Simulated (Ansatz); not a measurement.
Species: CH₃Mg (charge +1, singlet). It need not be the lowest isomer of its formula. 
Coordinates optimised at B3LYP-D3(BJ)/def2-TZVP (Ansatz, an electronic-structure program):
SMILES: [CH3][Mg+]
```xyz
5

Mg    -0.6598    -0.3921    -0.5360
C      0.8075     0.4799     0.6560
H      1.2964    -0.3340     1.1867
H      0.2920     1.1615     1.3290
H      1.4842     0.9987    -0.0193
```
Charge +1, spin multiplicity 1.

Parts of the frozen-core correlation energy in def2-SVP (Ansatz, hartree). Frozen orbitals: 6; correlated occupied orbitals by spin: 4 and 4; virtual: 37 and 37. Spin-orbit coupling is left out. No relativistic terms. The restricted reference is unstable.

```csv
term,value
reference (HF),-238.84987
MP2 opposite-spin,-0.13539
MP2 same-spin,-0.03462
CCSD correlation,-0.18978
(T),-0.00586
CCSDT minus CCSD(T),-0.00050
CCSDT(Q) minus CCSD(T),-0.00085
T1 diagnostic,0.017
largest doubles amplitude,0.112
```
